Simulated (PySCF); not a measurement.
The same groups moved round the core (propene hydroxy+silyl). Isolated molecules, 0 K electronic values unless said otherwise. One relaxed conformer stands for each flexible species; it need not be the lowest. Strings in code marks are SMILES.

The numbers are results of PBE-D3(BJ)/def2-TZVP // PBE0-D3(BJ)/def2-TZVP run with PySCF, not measurements. All candidates: neutral, multiplicity 1. Excitations are Tamm–Dancoff values on a coarser integration grid. The basis has no diffuse functions, so Rydberg states are missing or too high.

```json
{
  "S1 excitation (TDA)": "5.26 eV",
  "HOMO": "-6.46 eV",
  "brightest of the four lowest singlets (TDA)": "6.14 eV"
}
```

**Question.** Which member has these values?
A) `O/C=C\C[SiH3]` (H–O–C–C torsion 4°, C–C–C–Si torsion -89°)
B) `C/C(O)=C\[SiH3]` (C–C–O–H torsion 180°)
C) `OC/C=C\[SiH3]` (H–O–C–C torsion 73°, O–C–C–C torsion 8°)
D) `OC/C=C/[SiH3]` (H–O–C–C torsion 58°, O–C–C–C torsion -126°)

**Answer.** C, `OC/C=C\[SiH3]` (H–O–C–C torsion 73°, O–C–C–C torsion 8°). The others give `O/C=C\C[SiH3]` (H–O–C–C torsion 4°, C–C–C–Si torsion -89°): 4.76 eV, -5.25 eV, 6.19 eV; `OC/C=C/[SiH3]` (H–O–C–C torsion 58°, O–C–C–C torsion -126°): 5.03 eV, -6.37 eV, 6.66 eV; `C/C(O)=C\[SiH3]` (C–C–O–H torsion 180°): 5.30 eV, -5.56 eV, 6.05 eV
